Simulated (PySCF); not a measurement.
Si(Cl)2(I)(OH) (Cl2HIOSi), SMILES Cl[Si](I)(O)Cl. Atoms are numbered in the order given.

```xyz
6

O     -1.0668     1.9466     0.0000
Si    -0.8591     0.3169     0.0000
Cl    -1.7355    -0.5320     1.6616
Cl    -1.7355    -0.5320    -1.6616
I      1.5386    -0.0793     0.0000
H     -1.9736     2.2821     0.0000
```
Charge 0, spin multiplicity 1.

Geometry: B3LYP-D3(BJ)/def2-SVP. The structure was generated by enumeration, and PubChem lists no compound with its InChIKey, so it may never have been made. The def2 effective core potentials stand for the cores of I; spin–orbit coupling is left out. Other conformers were not sampled.

Method: PySCF with ωB97X/def2-TZVP.

| Item | Result |
|---|---|
| total energy | -1583.71965 hartree |
| point group | Cs |
| highest occupied level | -10.30 eV |
| lowest empty level | 0.86 eV |
| orbital gap | 11.16 eV |
| dipole moment | 1.25 D |
| quadrupole, principal values (traceless, Buckingham form, about the centre of nuclear charge) | -6.32, -5.06, 11.37 D·Å |
| mean static polarisability | 78.8 bohr³ (11.67 Å³) |
| polarisability, principal values | 65.1, 75.8, 95.4 bohr³ |
